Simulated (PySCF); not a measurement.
# Relaxation of singlet GeO(OH)₂

Level of theory: PySCF, PBE0, basis Ge def2-TZVP, O def2-TZVP, H def2-TZVP (no relativity, density fitting). A (50,194) grid was used.

A hand-made T-shaped (ligand arrangement 1) (heavy-atom frame) start, of C2 symmetry, held to at least that symmetry:

Coordinates in bohr (charge 0 multiplicity 1):
```
Ge    0.0000    0.0000   -0.4437
O     0.0000    0.0000    2.7310
O     3.4750    0.0000   -0.3224
O    -3.4750    0.0000   -0.3224
H     4.6404   -1.3897   -0.2816
H    -4.6404    1.3897   -0.2816
```

Q: What forces act on the atoms at the start (eV/Å)?

A: 
```json
{"atom": "Ge1", "Fx": "0.27", "Fy": "-0.13", "Fz": "4.63"}
{"atom": "O2", "Fx": "-0.28", "Fy": "-0.06", "Fz": "0.24"}
{"atom": "O3", "Fx": "0.09", "Fy": "0.94", "Fz": "-2.19"}
{"atom": "O4", "Fx": "0.20", "Fy": "-0.74", "Fz": "-1.79"}
{"atom": "H5", "Fx": "-0.53", "Fy": "-0.52", "Fz": "-0.39"}
{"atom": "H6", "Fx": "0.24", "Fy": "0.51", "Fz": "-0.50"}
```

Q: What does it relax to?

A: It ends at C2v with Ge–O 1.631 Å, Ge–O 1.742 Å (×2), O–H 0.963 Å (×2); Ge–O–H 110.9° (×2), O–Ge–O 101.7°, O–Ge–O 129.1° (×2). A frequency run shows a minimum. Other isomers or separated fragments may lie lower.

Q: How much energy is released, and in how many steps?

A: 432.4 kJ/mol in 17 steps.

The relaxation took 49 s on 4 threads of a shared Arm Neoverse V2 host, with 153 basis functions and 19 gradients; the process peaked at 1.1 GiB.
